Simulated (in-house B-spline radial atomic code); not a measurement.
Ionisation energies along the 61-electron series, configuration 1s2 2s2 2p6 3s2 3p6 3d10 4s2 4p6 4d10 4f5/2(6) 4f7/2(1) 5s2 5p6, as differences of self-consistent energies. Dirac energy differences include first-order Breit, QED and recoil terms. NIST's values go from ground level to ground level; the uncertainty of those that are theory runs from under 0.1 % in few-electron ions to several per cent in heavy many-electron ones. Computed with an all-electron radial atomic-structure program (B-spline basis): Dirac-Hartree-Fock, jj configuration that fills j = l - 1/2 first, finite nuclei.

A number in brackets counts the electrons of a j subshell.

| ion | configuration after | ionisation energy (eV) | IE/(q+1)² (eV) | -ε less Coulomb ΔSCF (eV) | Breit and QED recoil part (eV) | tabulated value (eV) | computed minus tabulated (eV) |
| --- | --- | --- | --- | --- | --- | --- | --- |
| Eu2+ | [Xe] 4f5/2(6) | 18.37 | 2.0407 | 4.7801 | 0.15236 | 24.84 | -6.47 |
| Gd3+ | [Xe] 4f5/2(6) | 37.85 | 2.3659 | 4.7641 | 0.183 | 44.44 | -6.59 |
| Tb4+ | [Kr] 4d10 4f5/2(6) 4f7/2(1) 5s2 5p1/2(2) 5p3/2(3) | 72.31 | 2.8924 | - | -0.046741 | - | - |
